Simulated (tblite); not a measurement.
Problem. What does the GFN2-xTB structure of `CC(=S)[Si](C)C` [radical] look like in three dimensions? (Doublet state.)

Solution. 
```
atom  x, y, z in Å
C1     2.408    0.246   -0.248
C2     1.236   -0.635   -0.572
S3     1.506   -2.140   -1.290
Si4   -0.484   -0.142   -0.267
C5    -1.926   -1.277   -0.716
C6    -0.976    1.517    0.511
H7     3.308   -0.361   -0.175
H8     2.564    0.980   -1.040
H9     2.262    0.783    0.688
H10   -2.544   -0.845   -1.499
H11   -1.548   -2.229   -1.076
H12   -2.565   -1.471    0.144
H13   -1.525    1.367    1.437
H14   -1.614    2.087   -0.159
H15   -0.106    2.127    0.737
```

Any rigid rotation of these coordinates is as good. Atoms count from 1 in this order. The 6 heavy atoms lie in one plane (0.005 Å rms). Of the pairs four or more bonds apart, S3···H11 is among the closest relative to their van der Waals radii: 3.06 Å, 102 % of the sum of Bondi's values. The 3 C–Si bonds span 1.814 Å (C2–Si4, drawn single) to 1.898 Å (Si4–C6, drawn single), a spread of 0.084 Å. C2 (carbon bonded to C, S and Si) is planar (angles 123.0°, 119.3° and 117.7°, sum 360.0°, 0.01 Å off the plane of its three neighbours).

Bonds between heavy atoms (Å): C1–C2 1.502, C2=S3 1.689, C2–Si4 1.814, Si4–C5 1.889, Si4–C6 1.898.

Computed geometry: GFN2-xTB, gas phase. This method treats the open shell by occupation alone, without spin polarisation.

Its lowest GFN2-xTB frequency is 5 cm⁻¹, too small to tell a flat minimum from a shallow saddle. 2 starts were optimised and ended at 0.00 and 0.09 kcal/mol (GFN2-xTB); the lowest of these is shown.

Hardware: an Arm Neoverse V1 with one thread, no GPU (shared host). Cost: 0.87 s wall. That covers the optimisation of the geometry.
